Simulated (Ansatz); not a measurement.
Reaction (substitution at a C–Se bond): `NC([SiH3])[SeH]` + `[AsH3]` → `NC([SiH3])[AsH2]` + H₂Se

Program: Ansatz. Geometries: PBE0-D4/def2-TZVP. ΔE: electronic, gas phase. CCSD(T)/CBS adds triple-zeta CCSD(T) − MP2 to the extrapolated MP2 energy (def2 sets, frozen cores). DFT in def2-TZVPP. B3LYP here is the variant with VWN-RPA as its local correlation; programs differ in this. For As, Se outer-core shells are correlated without core-valence functions, which leaves a few kJ/mol of doubt a bond. Scalar relativity is left out up to krypton. Each species was taken in one conformer, which may not be the lowest.

`NC([SiH3])[SeH]`:

```xyz
11

N    -1.604   -0.582    0.180
C    -0.547    0.410    0.108
Si    1.057   -0.204   -0.681
Se   -0.228    0.997    1.971
H    -1.257   -1.477    0.503
H    -2.045   -0.712   -0.722
H    -0.937    1.278   -0.427
H     2.138    0.817   -0.638
H     0.785   -0.567   -2.101
H     1.488   -1.423    0.052
H     1.150    1.463    1.755
```

`[AsH3]`:

Cartesian coordinates in Å:
```
As 0.002 -0.635 0.016
H -1.246 0.212 0.213
H 0.811 0.239 0.963
H 0.433 0.184 -1.192
```

`NC([SiH3])[AsH2]`:

Cartesian coordinates in Å:
```
N 0.155 0.904 1.439
C 0.399 -0.121 0.435
Si 0.092 0.552 -1.291
As -0.821 -1.642 0.839
H 0.723 1.726 1.276
H 0.360 0.570 2.373
H 1.408 -0.566 0.465
H -1.330 0.951 -1.447
H 0.948 1.753 -1.528
H 0.442 -0.484 -2.298
H -0.353 -2.517 -0.318
H -2.022 -1.126 0.056
```

H₂Se:

Z-matrix (Å, degrees):
```
Se
H 1 1.467
H 1 1.467 2 91.2
```

| level | ΔE (kcal/mol) | difference from CCSD(T)/CBS |
| --- | --- | --- |
| PBE-D4 | -2.8 | 1.3 |
| r2SCAN-D4 | -3.2 | 0.9 |
| PBE0-D4 | -3.6 | 0.5 |
| B3LYP-D4 | -3.3 | 0.8 |
| ωB97X-V | -3.9 | 0.2 |
| ωB97M-V | -4.0 | 0.1 |
| B2PLYP | -3.5 | 0.6 |
| PBE | -2.5 | 1.6 |
| r2SCAN | -3.1 | 1.0 |
| PBE0 | -3.3 | 0.8 |
| B3LYP | -2.8 | 1.3 |
| HF/def2-TZVPP | -4.0 | 0.1 |
| MP2/def2-TZVPP | -4.6 | -0.5 |
| SCS-MP2/def2-TZVPP | -4.3 | -0.2 |
| CCSD/def2-TZVPP | -4.4 | -0.3 |
| CCSD(T)/def2-TZVPP | -4.2 | -0.1 |
| HF/def2-QZVPP | -4.0 | 0.1 |
| MP2/def2-QZVPP | -4.5 | -0.4 |
| SCS-MP2/def2-QZVPP | -4.2 | -0.1 |
| HF/CBS(def2) | -4.0 | 0.1 |
| MP2/CBS(def2) | -4.5 | -0.4 |
| CCSD/CBS(def2) | -4.3 | -0.2 |
| CCSD(T)/CBS | -4.1 | 0 |

Largest T1 diagnostic among the species: 0.011.

From PBE to PBE0 (25 % exact exchange), in def2-TZVPP and without D4, ΔE moves by −0.8 kcal/mol.
